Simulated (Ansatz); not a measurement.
Calculated with Ansatz (gas phase, PBE0-D4/def2-TZVP geometries, no zero-point term in ΔE). CCSD(T)/CBS is the MP2 limit (def2-TZVPP, def2-QZVPP) plus CCSD(T) − MP2 in def2-TZVPP, frozen cores. Functionals use def2-TZVPP. One conformer a species, not always the lowest.

Consider the formal exchange of groups at the Si–C bond: `OC[SiH2]O[SiH3]` + `CSC(C)C` → `CS[SiH2]O[SiH3]` + `CC(C)CO`.

`OC[SiH2]O[SiH3]`:

Z-matrix (Å, degrees):
```
C
Si 1 1.881
O 1 1.422 2 106.3
H 1 1.100 2 110.4 3 121.7
H 1 1.099 2 109.3 3 -120.6
O 2 1.634 1 109.0 3 54.4
H 2 1.486 1 109.5 3 173.4
H 2 1.486 1 109.9 3 -66.0
H 3 0.960 1 109.3 2 -173.4
Si 6 1.639 2 141.2 1 -36.6
H 10 1.486 6 110.6 2 69.3
H 10 1.484 6 111.1 2 -52.8
H 10 1.485 6 107.2 2 -172.1
```

`CSC(C)C`:

Cartesian coordinates in Å:
```
C 0.461 0.804 -1.851
S 0.820 -0.845 -1.235
C 0.116 -0.802 0.442
C 0.815 0.197 1.346
C -1.392 -0.619 0.441
H -0.611 0.999 -1.902
H 0.954 1.579 -1.261
H 0.864 0.839 -2.865
H 0.345 -1.813 0.794
H 0.441 0.108 2.371
H 0.627 1.224 1.022
H 1.894 0.034 1.355
H -1.879 -1.361 -0.194
H -1.786 -0.718 1.457
H -1.670 0.374 0.080
```

`CS[SiH2]O[SiH3]`:

```xyz
13

C    -1.373    0.639    1.585
S     0.116    1.560    1.095
Si    0.114    1.167   -0.986
O     0.408   -0.405   -1.331
Si    1.258   -1.671   -0.723
H    -1.549    0.860    2.637
H    -2.237    0.962    1.005
H    -1.225   -0.435    1.470
H     1.181    2.031   -1.546
H    -1.214    1.479   -1.565
H     0.676   -2.101    0.576
H     2.682   -1.302   -0.519
H     1.163   -2.783   -1.698
```

`CC(C)CO`:

```xyz
15

C    -0.730    1.127    0.468
C    -0.180   -0.280    0.289
C    -0.992   -1.061   -0.733
C     1.284   -0.260   -0.127
O     2.141    0.348    0.815
H    -0.198    1.678    1.248
H    -1.783    1.104    0.756
H    -0.656    1.696   -0.466
H    -0.234   -0.799    1.254
H    -0.614   -2.080   -0.851
H    -0.956   -0.576   -1.714
H    -2.042   -1.125   -0.437
H     1.647   -1.285   -0.239
H     1.374    0.226   -1.112
H     1.939    1.286    0.848
```

```
             level  ΔE (eV)
           ωB97X-V    -0.94
     HF/def2-TZVPP    -0.99
CCSD(T)/def2-TZVPP    -0.96
      HF/CBS(def2)    -0.99
```

What does CCSD(T)/CBS give? (Estimate.)

The calculation gave: -0.96 eV. The listed levels differ from it by 0.02, -0.03, 0.00, -0.03 eV.

Largest T1 diagnostic among the species: 0.011.
